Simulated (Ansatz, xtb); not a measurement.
Stretching the C5–H7 bond in C2H5B (SMILES BC=C) (multiplicity 1 held, fragments rigid). Energies count from the point at 1.086 Å.
Geometry at that point (charge 0, multiplicity 1):
```xyz
8

B     -0.1923     0.1348     1.3423
H     -0.5044     1.2852     1.4115
H     -0.1370    -0.5154     2.3402
C      0.1272    -0.4665    -0.0333
C      0.0609     0.2767    -1.1477
H      0.4154    -1.5096    -0.1414
H      0.2806    -0.1186    -2.1346
H     -0.2211     1.3232    -1.1013
```

R- and RO- levels are restricted; in cc, def2 and unpolarised 6-31G sets they are followed outwards from rest. Unrestricted levels (U-) break spin symmetry where that is lower. Curves can end on different states.

Codes used: Ansatz (a first-principles code); xtb for the GFN methods.  The GFN methods have no spin term and hold the electronic entropy of 300 K.

Q: One of these levels gives 379.9 kJ/mol for the energy at R = 3.474 Å. Which one is it?
A. U-PBE/cc-pVTZ
B. U-HF/cc-pVTZ
C. R-wB97X-V/cc-pVTZ
D. GFN2-xTB

A: B, U-HF/cc-pVTZ. The others give 533.8 (GFN2-xTB), 472.7 (U-PBE/cc-pVTZ), 730.2 (R-wB97X-V/cc-pVTZ)

Doubts at one or more of the structures used: a spin-contaminated determinant (U-HF/cc-pVTZ, U-PBE/cc-pVTZ); a restricted determinant that unrestricted orbitals would lower (R-wB97X-V/cc-pVTZ).
